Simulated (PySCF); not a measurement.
H6O4SiTi, multiplicity 1. Atoms are numbered in the order given.

```xyz
12

Si    -2.6516    -0.4456    -0.1024
O     -1.0210    -0.1669    -0.0299
Ti     0.7564     0.1275     0.0298
O      1.6343    -1.4327    -0.0325
O      1.1821     0.9789     1.5474
O      1.2547     1.1344    -1.3654
H     -3.3989     0.7024     0.4904
H     -2.9984    -1.6841     0.6552
H     -3.0845    -0.6162    -1.5208
H      2.1927    -1.8606     0.6276
H      1.5460     1.8618     1.6841
H      1.8239     0.9220    -2.1149
```

The structure is a stationary point at B3LYP-D3(BJ)/def2-SVP. The spin state was assumed, not searched. The values are those of a single conformer.

Calculation: PBE/pcSseg-1 in PySCF.

GIAO shieldings, no solvent; atoms alike by connectivity are averaged. δ = σ(ref) − σ: ²⁹Si against TMS (σ = 335.4 ppm); ¹⁷O against H2O (σ = 334.3 ppm); ¹H against TMS (σ = 31.49 ppm), references at their B3LYP-D3(BJ)/def2-TZVP geometries, non-relativistic.

### Question
Estimate the chemical shifts. (The exact figures need the calculation; the answer reports its results.)

### Answer

| nucleus | atoms | count | δ (ppm) |
|---|---|---|---|
| ²⁹Si | Si1 | 1 | -35.8 |
| ¹⁷O | O4, O5, O6 | 3 | 338.5 |
| ¹⁷O | O2 | 1 | 283.6 |
| ¹H | H10, H11, H12 | 3 | 7.73 |
| ¹H | H7, H8, H9 | 3 | 5.52 |
